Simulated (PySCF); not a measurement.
Species: C6H11NOSi.
Atom-mapped SMILES: `[CH3:1][C:2](=[O:3])[NH:4][C@@H:5]1[CH:6]=[CH:7][CH2:8][SiH2:9]1` (hydrogens: H10, H11, H12 on C1; H13 on N4; H14 on C5; H15 on C6; H16 on C7; H17, H18 on C8; H19, H20 on Si9)

Structure used (PBE0-D3(BJ)/def2-SVP), in Å, numbered top down from 1:
```xyz
20
C6H11NOSi angstrom
C      2.8544   -0.1649    0.2343
C      1.4946    0.4771    0.1939
O      1.2966    1.5304   -0.4009
N      0.4947   -0.1544    0.8435
C     -0.8235    0.4323    0.9047
C     -1.9523   -0.5558    0.8010
C     -3.0646   -0.1627    0.1607
C     -3.0924    1.2184   -0.4279
Si    -1.2199    1.6225   -0.5598
H      2.8655   -1.1411    0.7380
H      3.5500    0.5154    0.7468
H      3.2162   -0.2803   -0.7968
H      0.6940   -0.9987    1.3648
H     -0.9229    1.0132    1.8468
H     -1.8747   -1.5417    1.2751
H     -3.9323   -0.8278    0.0836
H     -3.6427    1.2576   -1.3816
H     -3.6023    1.9250    0.2538
H     -0.7869    1.1062   -1.8894
H     -0.9649    3.0742   -0.3514
```

Computed with PySCF at PBE0/pcSseg-1, non-relativistic, on one gas-phase PBE0-D3(BJ)/def2-SVP geometry that isn't relaxed in the solvent. The solvent is an IEF-PCM continuum (cavity from Bondi-type radii × 1.2). Specific hydrogen bonds and non-electrostatic terms are outside this model.

Gas phase at PBE0/pcSseg-1: HOMO -6.92 eV, LUMO 0.28 eV, dipole 3.58 D.

**Question.** What does the continuum do to the energy, the frontier levels and the dipole at PBE0/pcSseg-1 in chloroform?

**Answer.** 
```json
{"solvent": "chloroform", "ε": "4.711", "E(solvent) − E(gas) (kJ/mol)": "-22.48", "polarisation term (kJ/mol)": "-25.86", "distortion of the solute (kJ/mol)": "3.38", "HOMO (eV)": "-6.91", "LUMO (eV)": "0.30", "dipole (D)": "4.53"}
```

The first energy column is the sum of the next two and covers electrostatics alone.

**Question.** Which radius a makes the point-dipole formula ΔE = −[(ε − 1)/(2ε + 1)]·μ²/a³ give the value in chloroform, with the gas-phase dipole?

**Answer.** μ = 1.407 au and |ΔE| = 0.00856 Eh give a = 2.30 Å; the farthest nucleus lies 4.06 Å from the centroid of the nuclei, so such a sphere wouldn't even hold the nuclei. The formula assumes a rigid point dipole at the centre of a sphere.

**Question.** Give the dipole vector in the frame of the coordinates (D, pointing from negative to positive charge), gas and chloroform.

**Answer.** Gas (0.76, -2.78, 2.12), solvent (0.82, -3.51, 2.74). Its length changes by +27 % and its direction by 2°.

**Question.** Which ESP-fitted charges (PBE0/pcSseg-1) respond most in chloroform (means over atoms taken as equivalent)?

**Answer.** 
```tsv
atoms	environment	gas (e)	solvent (e)	change
O3	amide oxygen	-0.567	-0.623	-0.056
C5	sp3 carbon bound to nitrogen	+0.347	+0.402	+0.055
H13	amide N–H hydrogen	+0.375	+0.405	+0.030
C6	alkene CH carbon	-0.430	-0.458	-0.028
N4	amide nitrogen	-0.733	-0.761	-0.028
C2	amide carbonyl carbon	+0.778	+0.801	+0.023
C7	alkene CH carbon	-0.039	-0.058	-0.019
H15	vinylic hydrogen	+0.172	+0.189	+0.017
H19	Si–H hydrogen	-0.068	-0.078	-0.010
H16	vinylic hydrogen	+0.117	+0.126	+0.009
Si9	SiH2 silicon	+0.382	+0.373	-0.009
H20	Si–H hydrogen	-0.092	-0.101	-0.009
```

**Question.** How do the nuclear quadrupole coupling constants eQVzz/h respond in chloroform?

**Answer.** 
```tsv
nucleus	Q (barn)	gas (MHz)	solvent (MHz)	η gas	η solvent
17O at O3	-0.0256	8.37	8.12	0.28	0.36
14N at N4	0.02044	-4.49	-4.28	0.07	0.09
```

The run took 36 s of wall time on an Intel Xeon 6975P-C with one thread (shared host), and the process peaked at 1.3 GiB of memory. This is the whole shielding run at PBE0/pcSseg-1 in chloroform, SCF included.
